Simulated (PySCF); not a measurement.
Point-charge models of `N#C[SiH2][Si@H](C[SiH3])C(Cl)Cl` against its computed dipole.

Coordinates (GFN2-xTB, Å) and charges (e) from the PBE0/pcSseg-1 density (PySCF):

```csv
atom,x,y,z,Mulliken,IAO,Hirshfeld,ESP-fitted
N1,-4.619,-0.783,-0.112,-0.2017,-0.1988,-0.2027,-0.3915
C2,-3.574,-0.620,0.330,-0.2001,-0.1471,-0.0395,+0.1629
Si3,-1.859,-0.342,1.021,+0.4514,+0.4375,+0.2831,+0.3057
Si4,-0.475,0.233,-0.753,+0.4968,+0.6389,+0.2747,+0.3765
C5,1.024,-0.920,-0.920,-0.8391,-0.8080,-0.2454,-0.5045
Si6,2.312,-0.926,0.495,+0.4946,+0.6013,+0.2950,+0.4539
C7,0.175,2.033,-0.439,-0.4538,-0.3659,-0.0550,-0.5698
Cl8,0.766,2.201,1.232,-0.0698,-0.0639,-0.0124,-0.0114
Cl9,1.486,2.418,-1.573,-0.0603,-0.0561,-0.0238,+0.0091
H10,-2.076,0.646,2.082,-0.0069,-0.0674,-0.0545,-0.0524
H11,-1.540,-1.640,1.629,-0.0201,-0.0759,-0.0546,-0.0585
H12,-1.151,0.366,-2.058,+0.0162,-0.0872,-0.0650,-0.0536
H13,0.647,-1.937,-1.044,+0.1827,+0.1696,+0.0469,+0.1490
H14,1.549,-0.683,-1.846,+0.1916,+0.1765,+0.0427,+0.1681
H15,1.609,-1.032,1.778,-0.0834,-0.1235,-0.0822,-0.1055
H16,3.172,-2.097,0.307,-0.0757,-0.1156,-0.0772,-0.1190
H17,3.126,0.284,0.435,-0.0431,-0.1045,-0.0811,-0.0831
H18,-0.582,2.805,-0.573,+0.2207,+0.1902,+0.0509,+0.3241
```

Task: Compute μ = Σ q r for each scheme (1 e·Å = 4.803 D) and compare with the dipole of the full density.

Result: The full density gives (2.60, -0.23, 0.16) D, 2.62 D in size; dipole vectors point from the negative to the positive end.

| scheme | μx | μy | μz | size (D) | share of the full size (%) | angle to the full dipole (°) |
| --- | --- | --- | --- | --- | --- | --- |
| Mulliken | 2.11 | -1.26 | 1.57 | 2.91 | 111 | 38 |
| IAO | 2.08 | -0.54 | 0.74 | 2.27 | 87 | 18 |
| Hirshfeld | 2.43 | 0.88 | 0.38 | 2.61 | 100 | 25 |
| ESP-fitted | 2.59 | -0.22 | 0.15 | 2.60 | 100 | 0 |

Task: Which set comes closest?

Result: Length of the difference vector: ESP-fitted 0.02 D, IAO 0.84 D, Hirshfeld 1.15 D, Mulliken 1.82 D. Closest: ESP-fitted. ESP charges are fitted to the potential around the molecule, whose slowest-falling term is the dipole's. 

Task: What is left for the Hirshfeld atoms' own dipoles?

Result: The shares of the density sum to the whole, so what Σ q r misses lies in dipoles about the nuclei. The atomic dipoles sum to (2.60, -0.23, 0.16) − (2.43, 0.88, 0.38) = (0.17, -1.11, -0.22) D, 1.15 D in size.

Task: With the origin at the mean of the coordinates, (0.000, 0.000, -0.001) Å, which are the largest single terms, by size, of the Mulliken dipole along the direction of the full one?

Result: Si6 +5.73, N1 +4.39, C5 -4.21, Si3 -3.81, C2 +3.34 D; all 18 atoms together +2.30 D. The single terms depend on the origin, their sum doesn't.

Task: Give the size of the full dipole in other units.

Result: 2.62 D = 1.029 au = 0.545 e·Å = 8.73 × 10⁻³⁰ C·m.

The structure is a single GFN2-xTB conformer in the gas phase; no vibrational or solvent corrections.

The values belong to the conformer `[N:1]#[C:2][SiH2:3][Si@H:4]([CH2:5][SiH3:6])[CH:7]([Cl:8])[Cl:9]`: C2–Si3–Si4–C5 -123°, Si3–Si4–C5–Si6 -65°, Si3–Si4–C7–Cl8 47°.
